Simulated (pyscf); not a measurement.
H₂N–BH–OH, singlet

Gas-phase minimum from PySCF at ωB97X-D3(BJ)/def2-SVP, one conformer. 

SMILES: B(O)N
```xyz
7

B     -0.5976    -0.0255     0.2767
N      0.2121    -0.4028    -0.8081
H     -0.2813     0.9306     0.9588
H      1.0605     0.0851    -1.0566
O     -1.7345    -0.7503     0.5419
H     -0.0124    -1.1918    -1.4025
H     -2.2156    -0.4096     1.3001
```

Bond lengths (Å): B1–N2 1.405, B1–H3 1.216, B1–O5 1.374, N2–H4 1.010, N2–H6 1.013, O5–H7 0.961. Bond angles (°): N2–B1–H3 119.6, N2–B1–O5 118.9, H3–B1–O5 121.4, B1–N2–H4 123.0, B1–N2–H6 122.3, H4–N2–H6 114.7, B1–O5–H7 112.3.

Properties at ωB97X-D3(BJ)/def2-SVP:

```json
{
  "harmonic_wavenumbers_unscaled": "424, 432, 486, 611, 873, 952, 991, 1114, 1229, 1460, 1611, 2587, 3647, 3763, 3957 cm⁻¹",
  "zero_point_energy": "34.5 kcal/mol",
  "rotational_symmetry_number": "1",
  "Entropy of this conformer at 298 K and 1 atm, rigid rotor and harmonic oscillator, modes under 100 cm⁻¹ raised to 100": "261.2 J/(mol K)",
  "dipole_moment": "0.58 D"
}
```

Single-point totals, which compare only within one level (frozen core for MP2 and CC):

| level | total energy (hartree) |
|---|---|
| ωB97X-D3(BJ)/def2-TZVP | -157.44364 |
| PBE/def2-TZVP | -157.19836 |
| r²SCAN/def2-TZVP | -157.30445 |
| B3LYP-D3(BJ)/def2-TZVP | -157.40758 |
| PBE0-D3(BJ)/def2-TZVP | -157.21162 |
| M06-2X/def2-TZVP | -157.32872 |
| ωB97M-D3(BJ)/def2-TZVP | -157.43270 |
| HF/def2-TZVPP | -156.49251 |
| MP2/def2-TZVPP | -157.05212 |
| CCSD/def2-TZVPP | -157.07097 |
| CCSD(T)/def2-TZVPP | -157.09158 |

The CCSD(T) − MP2 part came from Ansatz, without density fitting, on the same reference.
